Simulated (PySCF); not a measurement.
C7H6S, SMILES C#Cc1ccc(C)s1 (GFN2-xTB optimised geometry):

```
14

C      0.635    -2.956    -0.001
C      0.480    -1.763    -0.001
C      0.276    -0.380     0.000
C      1.218     0.611     0.000
C      0.654     1.902     0.000
C     -0.708     1.902     0.000
C     -1.632     3.066     0.000
S     -1.337     0.285     0.000
H      0.789    -3.993    -0.001
H      2.275     0.413     0.000
H      1.241     2.803     0.000
H     -2.275     3.049     0.880
H     -1.062     3.993     0.001
H     -2.274     3.049    -0.881
```

Method: PBE/def2-TZVP run with PySCF.

Task: What are the frontier orbital energies and the dipole moment?

Result: HOMO-2 -6.82 eV, HOMO-1 -6.33 eV, HOMO -5.36 eV, LUMO -1.88 eV, LUMO+1 -0.75 eV; dipole moment 1.54 D.

On the same geometry PySCF 2.14.0 with PBE0/def2-TZVP gives HOMO-2 -8.05 eV, HOMO-1 -7.40 eV, HOMO -6.31 eV, LUMO -1.09 eV, LUMO+1 0.27 eV; dipole moment 1.55 D.

Meta-Löwdin charges at PBE/def2-TZVP: C1 -0.21, C2 -0.03, C3 -0.13, C4 -0.14, C5 -0.17, C6 -0.09, C7 -0.36, S8 0.28, H9 0.17, H10 0.14, H11 0.13, H12 0.13, H13 0.13, H14 0.13.
